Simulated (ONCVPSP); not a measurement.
Logarithmic derivatives: carbon (C), ONCV

* Element: carbon (C)
* Generator: ONCVPSP 4.0.1
* Type: optimised norm-conserving Vanderbilt (ONCV)
* Functional: PBE
* Relativity: non-relativistic
* Frozen core: [He]
* Valence charge: 4
* Reference configuration: 2s2 2p2
* Partial waves: 2s: rc 1.20 bohr, ncon 3, nbas 7, qcut 7 1/bohr, 3 projectors, debl 3.4 Ha; 2p: rc 1.60 bohr, ncon 4, nbas 8, qcut 5.2 1/bohr, 2 projectors, debl 3.9 Ha
* Local potential: polynomial inside 0.80 bohr (lpopt 2, dvloc0 3 Ha)
* Core correction: Teter function fitted to the true core (icmod 2), fcfact 0.65

The phase is arctan(r·R′/R) of the radial function R(r), unwrapped; energies in Ha, scanned from -2 to 5 Ha. A pole is an energy at which the radial function vanishes at the test radius. The pseudo phase is shifted by a multiple of π to meet the all-electron one at the reference energy, and phase errors are pseudo minus all-electron; the curves can meet again beyond the range given. Levels narrower than the energy grid can be missing from the lists of poles.

```tsv
channel	radius (bohr)	reference energy (Ha)	poles, all-electron	poles, pseudo	unbroken range about the reference energy with phases within 0.05 rad	phase error 1 Ha above the reference energy (rad)
s	1.22	-0.50	3.16	3.16	the whole range	+0.000
p	1.63	-0.19	0.83	0.84	the whole range	+0.001
```

Phases in the p channel:

```
E (Ha)  all-electron  pseudo
 -1.98         1.048   1.049
 -1.80         0.998   0.998
 -1.62         0.933   0.934
 -1.44         0.847   0.848
 -1.26         0.730   0.731
 -1.08         0.563   0.564
 -0.90         0.322   0.323
 -0.72        -0.007  -0.006
 -0.54        -0.388  -0.387
 -0.36        -0.731  -0.731
 -0.18        -0.987  -0.987
  0.00        -1.168  -1.168
  0.18        -1.298  -1.297
  0.36        -1.395  -1.394
  0.54        -1.471  -1.471
  0.72        -1.535  -1.534
  0.90        -1.590  -1.590
  1.08        -1.642  -1.641
  1.26        -1.692  -1.691
  1.44        -1.743  -1.741
  1.62        -1.797  -1.796
  1.80        -1.859  -1.857
  1.98        -1.933  -1.931
  2.16        -2.026  -2.024
  2.34        -2.151  -2.147
  2.52        -2.325  -2.321
  2.70        -2.577  -2.572
  2.88        -2.924  -2.920
  3.06        -3.323  -3.319
  3.24        -3.672  -3.670
  3.42        -3.924  -3.924
  3.60        -4.098  -4.098
  3.78        -4.218  -4.218
  3.96        -4.306  -4.305
  4.14        -4.371  -4.371
  4.32        -4.423  -4.422
  4.50        -4.464  -4.464
  4.68        -4.499  -4.498
  4.86        -4.528  -4.526
```
